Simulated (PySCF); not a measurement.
Gas-phase reaction: 2 SiH3Br + 3 SiH2 ⇌ SiH2Br2 + 2 Si2H5

Computed with PySCF and rigid-rotor harmonic-oscillator thermochemistry at 1 bar. † marks an energy on the PBE0/def2-TZVP geometry and frequencies; other levels use their own. MP2 and CCSD(T) freeze the core. Open shells (unrestricted): Si2H5 (multiplicity 2); the rest are closed-shell singlets. Br: all electrons, no relativistic terms. Si2H5: computed as isolated molecules; such fragments, hydroxides, amides, oligomers or adducts are transient or little studied in the gas. MP2 isn't extrapolated to the basis-set limit. CCSD(T) isn't extrapolated to the basis-set limit.

PBE/def2-SVP gives ΔH°(298 K) = -435 kJ.

Q: What do CCSD(T)/def2-SVP†, PBE0/def2-SVP†, MP2/def2-SVP† give?

A: CCSD(T)/def2-SVP†: -358 kJ; PBE0/def2-SVP†: -446 kJ; MP2/def2-SVP†: -406 kJ. For scale, ΔH°(298 K) is -435 kJ at this level, -359 kJ at ωB97M-V/def2-TZVP†, and runs from -481 to -217 kJ over the 20 levels computed († marks an energy on the PBE0/def2-TZVP geometry).
